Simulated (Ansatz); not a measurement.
`O=C=N[SiH3]` + `CO[SiH](O)O` → `CO[SiH](O)O[SiH3]` + `N=C=O`  (ligand exchange at the Si–N bond)

Computed with Ansatz on PBE0-D4/def2-TZVP structures; ΔE is electronic, products minus reactants. CBS: MP2 limit from def2 TZ/QZ plus the TZ coupled-cluster correction, frozen cores. This one scheme is used for every species. Functionals use def2-TZVPP. B3LYP here is the variant with VWN-RPA as its local correlation; programs differ in this. Each species was taken in one conformer, which may not be the lowest.

| level | ΔE (kcal/mol) | difference from CCSD(T)/CBS |
| --- | --- | --- |
| PBE-D4 | -3.3 | 0.9 |
| r2SCAN-D4 | -4.1 | 0.1 |
| PBE0-D4 | -3.2 | 1.0 |
| B3LYP-D4 | -4.3 | -0.1 |
| ωB97X-V | -3.8 | 0.4 |
| ωB97M-V | -3.9 | 0.3 |
| B2PLYP | -3.6 | 0.6 |
| PBE | -2.5 | 1.7 |
| r2SCAN | -3.8 | 0.4 |
| PBE0 | -2.4 | 1.8 |
| B3LYP | -3.1 | 1.1 |
| HF/def2-TZVPP | -3.6 | 0.6 |
| MP2/def2-TZVPP | -3.4 | 0.8 |
| SCS-MP2/def2-TZVPP | -3.8 | 0.4 |
| CCSD/def2-TZVPP | -4.1 | 0.1 |
| CCSD(T)/def2-TZVPP | -4.2 | 0.0 |
| HF/def2-QZVPP | -4.0 | 0.2 |
| MP2/def2-QZVPP | -3.5 | 0.7 |
| SCS-MP2/def2-QZVPP | -3.9 | 0.3 |
| HF/CBS(def2) | -4.0 | 0.2 |
| MP2/CBS(def2) | -3.4 | 0.8 |
| CCSD/CBS(def2) | -4.0 | 0.2 |
| CCSD(T)/CBS | -4.2 | 0 |

Largest T1 diagnostic among the species: 0.018.

The D4 term adds −1.2 kcal/mol with B3LYP and −0.7 kcal/mol with PBE0; it sums over pairs of atoms, weighted by their polarisabilities, and B3LYP, whose exchange is more repulsive, gets the larger term.
